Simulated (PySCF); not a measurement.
1,1,1-trifluoro-2,2,2-trichloroethane, C₂Cl₃F₃.
Z-matrix (Å and degrees, PBE0-D3(BJ)/def2-TZVP geometry), rows numbered from 1:
```
F 
C   1  1.3258
F   2  1.3260  1  108.60
F   2  1.3256  1  108.54  3   117.85
C   2  1.5567  1  110.37  3  -121.05
Cl  5  1.7586  2  108.46  1   -60.15
Cl  5  1.7585  2  108.47  1    59.82
Cl  5  1.7581  2  108.49  1   179.84
```

Computed with TDDFT CAM-B3LYP/aug-cc-pVTZ, vertical, gas phase, core orbitals frozen in the response (PySCF 2.14.0, density-fitted response routines). Geometry: PBE0-D3(BJ)/def2-TZVP; no solvent, vibrations or thermal averaging.

Kohn–Sham orbitals with the atoms that hold most of them (Löwdin shares over 4%, at most four atoms; ? is withheld):

```csv
orbital,ε (eV),atoms
LUMO+2,0.57,"Cl8 40%, C5 24%, Cl6 14%, Cl7 13%"
LUMO+1,0.57,"Cl7 32%, Cl6 30%, C5 24%, C2 6%"
LUMO,-0.11,"Cl7 27%, Cl6 27%, Cl8 26%, C5 18%"
HOMO,?,?
HOMO-1,-11.11,"Cl6 38%, Cl7 29%, C5 15%, Cl8 14%"
HOMO-2,-11.11,"Cl8 40%, Cl7 25%, Cl6 16%, C5 15%"
HOMO-3,-11.36,"Cl6 22%, Cl7 22%, Cl8 22%, C5 17%"
```

(1) Give the leading atoms of the HOMO.

(2) What is the HOMO energy, and the HOMO–LUMO gap?

Answers

(1) Cl6 (bonded to C) 29%; Cl7 (bonded to C) 29%; Cl8 (bonded to C) 28%; C5 (bonded to C and 3 Cl) 14%. By element: chlorine 86%, carbon 14% or more.

(2) ε(HOMO) = -10.65 eV; the gap is 10.54 eV (0.3874 hartree).

Within 0.005 eV of a neighbour in this list lie HOMO-2/HOMO-1 and LUMO+1/LUMO+2 (point group found: C3v); within a degenerate set the shares of single atoms can hang on how the components are chosen.

Question: How does S1 compare with the orbital gap of 10.54 eV?

Answer: S1 is at 6.60 eV (f = 0.0000), 3.94 eV below the gap, made of HOMO→LUMO (86%). 

Next come S2 at 7.03 eV (f 0.015), HOMO-2/HOMO-1→LUMO (≥72%); S3 at 7.03 eV (f 0.015), HOMO-2/HOMO-1→LUMO (≥72%); S4 at 7.24 eV (f 0.0015), HOMO-3→LUMO (65%), HOMO-2/HOMO-1→LUMO+1/LUMO+2 (≥22%); S5 at 7.36 eV (f 0.0049), HOMO→LUMO+1/LUMO+2 (≥49%), HOMO-5→LUMO (20%).

Orbitals of the list HOMO-3 to LUMO+2 that lie within 0.01 eV of each other are written together with a slash and their weights summed (≥ marks a lower bound); for degenerate orbitals outside that list single weights are arbitrary.

Löwdin shares depend on the basis, the more so with diffuse functions.
